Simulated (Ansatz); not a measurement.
A nudged elastic band was laid between two geometries of ClF2H3NOTa + ClH (11 atoms, charge 0, multiplicity 1).

Computed with Ansatz 0.2.0, RKS B3LYP/def2-SVP.

```json
{
 "movable images": "9",
 "climbing image": "yes",
 "spring": "5.0 eV/Å²",
 "optimiser": "quadratic models (default)",
 "start path": "through a guess of the saddle point",
 "force threshold": "0.05 eV/Å",
 "iteration limit": "60",
 "end points": "relaxed"
}
```

Image 0:

```xyz
11
Properties=species:S:1:pos:R:3
Ta -0.001 -0.336 0.065
N 1.962 0.036 -0.254
H 2.610 0.041 0.535
H 2.448 -0.216 -1.113
F 0.555 -0.168 1.874
Cl -0.033 -1.012 -2.199
O -0.990 1.242 -0.075
H -0.662 2.143 -0.267
F -0.997 -1.862 0.561
Cl 1.450 3.261 -0.684
H 1.836 2.003 -0.541
```

Image 10:

```xyz
11
Properties=species:S:1:pos:R:3
Ta 0.114 0.643 -0.119
N 2.356 -0.081 -0.250
H 2.643 -0.495 0.641
H 2.495 -0.779 -0.984
F 0.696 0.915 1.674
Cl 0.097 0.000 -2.414
O -1.656 1.176 0.046
H -2.562 1.493 0.085
F -0.067 -1.196 0.339
Cl 1.076 2.755 -0.672
H 2.986 0.701 -0.445
```

Which bonds break or form, and what moves?

Bonds broken: Cl10–H11. Bonds formed: Ta1–Cl10, N2–H11. ClF2H3NOTa + ClH becomes Cl2F2H4NOTa.

What energy profile does the band end with?

The forces met the threshold. The highest image is number 3 of 0 to 10, 0.191 eV above the first end and 1.639 eV above the last; the last end lies 1.448 eV below the first. A vibrational analysis at the climbing image gives one clearly imaginary mode, 398i cm⁻¹: a first-order saddle point. The orbitals stay closed-shell, which can raise the energy where a bond breaks towards radicals; this wasn't checked here.

| image | path coordinate (Å) | energy (eV) | Cl10–H11 (Å) | Ta1–Cl10 (Å) | N2–H11 (Å) |
| --- | --- | --- | --- | --- | --- |
| 0 | 0.00 | 0.000 | 1.32 | 3.95 | 1.99 |
| 1 | 0.43 | 0.023 | 1.32 | 3.86 | 1.95 |
| 2 | 0.85 | 0.092 | 1.34 | 3.63 | 1.80 |
| 3 | 1.28 | 0.191 | 1.45 | 3.31 | 1.48 |
| 4 | 1.75 | -0.290 | 1.80 | 3.02 | 1.11 |
| 5 | 2.21 | -0.860 | 2.04 | 2.67 | 1.04 |
| 6 | 2.68 | -1.136 | 2.29 | 2.50 | 1.03 |
| 7 | 3.15 | -1.273 | 2.48 | 2.44 | 1.02 |
| 8 | 3.61 | -1.370 | 2.62 | 2.41 | 1.02 |
| 9 | 4.08 | -1.428 | 2.74 | 2.39 | 1.02 |
| 10 | 4.54 | -1.448 | 2.81 | 2.39 | 1.02 |

What is the geometry of the highest image?


```xyz
11
Properties=species:S:1:pos:R:3:forces:R:3
Ta 0.050 -0.108 0.054 0.00 0.00 0.00
N 2.097 0.060 -0.328 0.00 0.00 0.00
H 2.730 -0.038 0.468 0.00 0.00 0.00
H 2.509 -0.344 -1.169 0.00 0.00 0.00
F 0.696 0.235 1.805 0.00 0.00 0.00
Cl -0.065 -0.641 -2.239 0.00 0.00 0.00
O -1.292 1.197 0.057 -0.01 0.00 0.00
H -1.212 2.148 -0.120 0.01 0.00 0.00
F -0.679 -1.738 0.583 0.00 0.00 0.00
Cl 1.380 2.842 -0.659 0.00 0.00 0.00
H 1.963 1.520 -0.551 0.00 0.00 0.00
```

What are the harmonic wavenumbers there?

398i, 46, 63, 131, 142, 166, 195, 209, 230, 282, 363, 448, 465, 529, 558, 650, 663, 710, 737, 768, 884, 1100, 1299, 1510, 3503, 3608, 3799 cm⁻¹.

The band took 29 iterations and of the order of 30 core-minutes.

Time of the run: 8.1 min on 4 threads of Intel(R) Xeon(R) 6975P-C (Granite Rapids) (shared host), peak memory 0.48 GiB.
